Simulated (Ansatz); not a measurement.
`[OH][AlH][CH2]O[SiH3]` + `C=CCO` → `C=[CH][AlH][OH]` + `OCCO[SiH3]`  (formal exchange of groups at the Al–C bond)

Computed with Ansatz on PBE0-D4/def2-TZVP structures; ΔE is electronic, products minus reactants. CBS: MP2 limit from def2 TZ/QZ plus the TZ coupled-cluster correction, frozen cores. DFT in def2-TZVPP. One conformer a species, not always the lowest.

| level | ΔE (eV) |
| --- | --- |
| PBE0 | -0.30 |
| HF/def2-QZVPP | -0.57 |

(1) What does CCSD(T)/CBS give? (An estimate is asked.)

Largest T1 diagnostic among the species: 0.013.

## Answers

(1) The calculation gave: -0.35 eV. The listed levels differ from it by 0.05, -0.22 eV.

In def2-TZVPP, CCSD(T) changes the Hartree–Fock value by +0.20 eV (the triples alone add +0.03 eV) and MP2 by +0.19 eV. From PBE to PBE0 (25 % exact exchange), in def2-TZVPP and without D4, ΔE moves by −0.06 eV.
